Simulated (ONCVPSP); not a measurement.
Gd, ONCV: configuration errors across variants

ONCVPSP 4.0.1 input, shortened (lines: element, Z, core and valence counts, functional; n l f; lmax; l rc ep ncon nbas qcut; lloc lpopt rc5 dvloc0; l nproj debl; icmod fcfact rcfact), PBEsol, scalar-relativistic:

```
  Gd 64.00    9    5  -116133      upf
    1    0    2.00
    2    0    2.00
    2    1    6.00
    3    0    2.00
    3    1    6.00
    3    2   10.00
    4    0    2.00
    4    1    6.00
    4    2   10.00
    4    3    7.00
    5    0    2.00
    5    1    6.00
    5    2    1.00
    6    0    1.00
    3
    0    2.15    0.00    4    8    4.80
    1    2.25    0.00    4    7    5.80
    2    3.35    0.00    4    8    4.90
    3    0.75    0.00    4    9   17.00
    4    5    0.55    0.00
    0    2    2.50
    1    3    2.70
    2    2    2.80
    3    2    2.00
    1    0.30    0.00
```

All-electron excitation energies from the reference (eV): (1) 4f7 5s2 5p6 5d1 6s2 -6.674; (2) 4f7 5s2 5p6 5d1 6s0 12.046; (3) 4f7 5s2 5p6 5d0 6s0 31.839.

A true bound ghost makes a file unfit for plane-wave use even where its test errors are small: the radial tests pick states by their node count and pass the ghost by.

Errors AE − PS in meV (a dash: test not solved or not reliable):

```tsv
change	(1)	(2)	(3)	bound ghosts	GHOST(+) flags above zero
base	+1.3	-4.3	+9.7	s, p, d	none
f: qcut 10.7	+1.3	-4.3	+9.9	s, p, d	f
f: qcut 12.2	+1.3	-4.3	+9.8	s, p, d	f
f: qcut 14.6	+1.3	-4.3	+9.7	s, p, d	f
f: qcut 19.2	+1.3	-4.3	+9.6	s, p, d	none
f: qcut 21.5	+1.3	-4.3	+9.6	s, p, d	none
f: qcut 23.4	+1.3	-4.3	+9.6	s, p, d	none
```

(1) Give the same row for: f: qcut 25.5.

## Answers

(1) +1.3, -4.3, +9.5; bound ghosts: s, p, d; GHOST(+) flags above zero: none.
